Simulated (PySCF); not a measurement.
BeF2, singlet, at a GFN2-xTB geometry (such geometries of metal compounds can be far from the true shape); PySCF with TPSS/6-311G**.

The PySCF input:
```python
from pyscf import gto, scf, dft

mol = gto.Mole()
mol.atom = '''
    Be    0.00000000    0.00000000    0.00000000
    F    -0.00000000   -0.00000000   -1.36953917
    F     0.00000000    0.00000000    1.36953917
'''
mol.basis = '6-311g**'
mol.verbose = 4
mol.build()

mf = dft.RKS(mol)
mf.xc = 'tpss'
mf.DIIS = scf.EDIIS
mf.kernel()
mf.analyze()
```

Output, abridged:

```
PySCF version 2.14.0

[INPUT] verbose = 4
[INPUT] num. atoms = 3
[INPUT] num. electrons = 22
[INPUT] charge = 0
[INPUT] spin (= nelec alpha-beta = 2S) = 0
[INPUT] symmetry False subgroup None
[INPUT] Mole.unit = angstrom
[INPUT] Symbol           X                Y                Z      unit          X                Y                Z       unit  Magmom
[...]
nuclear repulsion = 43.4689547641781
number of shells = 24
number of NR pGTOs = 93
number of NR cGTOs = 54
basis = 6-311g**
ecp = {}

******** <class 'pyscf.dft.rks.RKS'> ********
method = RKS
initial guess = minao
damping factor = 0
level_shift factor = 0
DIIS = <class 'pyscf.scf.diis.EDIIS'>
diis_start_cycle = 1
diis_space = 8
diis_damp = 0
SCF conv_tol = 1e-09
SCF conv_tol_grad = None
SCF max_cycles = 50
direct_scf = True
direct_scf_tol = 1e-13
XC library pyscf.dft.libxc version 7.1.2
    S. Lehtola, C. Steigemann, M. J. T. Oliveira, and M. A. L. Marques,  SoftwareX 7, 1–5 (2018)
XC functionals = tpss
    J. Tao, J. P. Perdew, V. N. Staroverov, and G. E. Scuseria,  Phys. Rev. Lett. 91, 146401 (2003)
    J. P. Perdew, J. Tao, V. N. Staroverov, and G. E. Scuseria,  J. Chem. Phys. 120, 6898 (2004)
    J. Tao, J. P. Perdew, V. N. Staroverov, and G. E. Scuseria,  Phys. Rev. Lett. 91, 146401 (2003)
    J. P. Perdew, J. Tao, V. N. Staroverov, and G. E. Scuseria,  J. Chem. Phys. 120, 6898 (2004)
radial grids:
    Treutler-Ahlrichs [JCP 102, 346 (1995); DOI:10.1063/1.469408] (M4) radial grids

becke partition: Becke, JCP 88, 2547 (1988); DOI:10.1063/1.454033
pruning grids: <function nwchem_prune>
grids dens level: 3
symmetrized grids: False
atomic radii adjust function: <function treutler_atomic_radii_adjust>
small_rho_cutoff = 0
Set gradient conv threshold to 3.16228e-05
Initial guess from minao.
tot grids = 42248
init E= -214.687374866391
[...]
cycle= 1 E= -214.544791449073  delta_E= 0.143  |g|= 0.887  |ddm|= 1.79
[...]
cycle= 2 E= -214.110291127698  delta_E= 0.435  |g|=  1.9  |ddm|= 1.07
[...]
cycle= 3 E= -214.60693018221  delta_E= -0.497  |g|= 0.633  |ddm|= 0.987
[...]
cycle= 4 E= -214.606930183044  delta_E= -8.34e-10  |g|= 0.633  |ddm|= 1.73e-09
[...]
cycle= 5 E= -214.606930176774  delta_E= 6.27e-09  |g|= 0.633  |ddm|= 1.3e-08
[...]
cycle= 6 E= -214.606930175019  delta_E= 1.76e-09  |g|= 0.633  |ddm|= 3.64e-09
[...]
cycle= 7 E= -214.606930180107  delta_E= -5.09e-09  |g|= 0.633  |ddm|= 1.06e-08
[...]
cycle= 8 E= -214.606930180067  delta_E= 4.04e-11  |g|= 0.633  |ddm|= 8.43e-11
[...]
[...]
[...]
cycle= 31 E= -214.665708925662  delta_E= -1.59e-10  |g|= 0.0561  |ddm|= 3.86e-09
[...]
cycle= 32 E= -214.665708924476  delta_E= 1.19e-09  |g|= 0.0561  |ddm|= 2.88e-08
[...]
cycle= 33 E= -214.665708925337  delta_E= -8.61e-10  |g|= 0.0561  |ddm|= 2.09e-08
[...]
cycle= 34 E= -214.665708925548  delta_E= -2.11e-10  |g|= 0.0561  |ddm|= 5.12e-09
[...]
cycle= 35 E= -214.665708925353  delta_E= 1.95e-10  |g|= 0.0561  |ddm|= 4.72e-09
[...]
cycle= 36 E= -214.665708923718  delta_E= 1.63e-09  |g|= 0.0561  |ddm|= 3.97e-08
[...]
cycle= 37 E= -214.661128223765  delta_E= 0.00458  |g|= 0.188  |ddm|= 0.091
[...]
cycle= 38 E= -214.665270751108  delta_E= -0.00414  |g|= 0.0782  |ddm|= 0.101
[...]
cycle= 39 E= -214.665552063995  delta_E= -0.000281  |g|= 0.0645  |ddm|= 0.00565
[...]
cycle= 40 E= -214.665552063424  delta_E= 5.71e-10  |g|= 0.0645  |ddm|= 1.18e-08
[...]
cycle= 41 E= -214.665552064001  delta_E= -5.77e-10  |g|= 0.0645  |ddm|= 1.19e-08
[...]
cycle= 42 E= -214.66555206417  delta_E= -1.69e-10  |g|= 0.0645  |ddm|= 3.5e-09
[...]
cycle= 43 E= -214.665552064419  delta_E= -2.49e-10  |g|= 0.0645  |ddm|= 5.17e-09
[...]
cycle= 44 E= -214.665552064071  delta_E= 3.48e-10  |g|= 0.0645  |ddm|= 7.22e-09
[...]
cycle= 45 E= -214.665552064897  delta_E= -8.26e-10  |g|= 0.0645  |ddm|= 1.71e-08
[...]
cycle= 46 E= -214.664033427031  delta_E= 0.00152  |g|= 0.122  |ddm|= 0.0704
[...]
cycle= 47 E= -214.665979836931  delta_E= -0.00195  |g|= 0.0337  |ddm|= 0.0589
[...]
cycle= 48 E= -214.665979836564  delta_E= 3.67e-10  |g|= 0.0337  |ddm|= 1.45e-08
[...]
cycle= 49 E= -214.665979836774  delta_E= -2.09e-10  |g|= 0.0337  |ddm|= 8.29e-09
[...]
cycle= 50 E= -214.665979837458  delta_E= -6.84e-10  |g|= 0.0337  |ddm|= 2.71e-08
SCF not converged.
SCF energy = -214.665979837458
**** SCF Summaries ****
Total Energy =                        -214.665979837457911
Nuclear Repulsion Energy =              43.468954764178100
One-electron Energy =                 -385.404261687453925
Two-electron Energy =                  127.269327085817878
Two-electron Coulomb Energy =          151.208946922890817
DFT Exchange-Correlation Energy =      -23.939619837072946
HOMO-LUMO gap [eV] =                     8.698870411638209
**** MO energy ****
[...]
 ** Mulliken pop on meta-lowdin orthogonal AOs  **
 ** Mulliken pop  **
 ** Mulliken atomic charges  **
charge of    0Be =      1.45412
charge of    1F =     -0.72706
charge of    2F =     -0.72706
Dipole moment(X, Y, Z, Debye):  0.00000,  0.00000,  0.00000
```

Convergence was not reached.
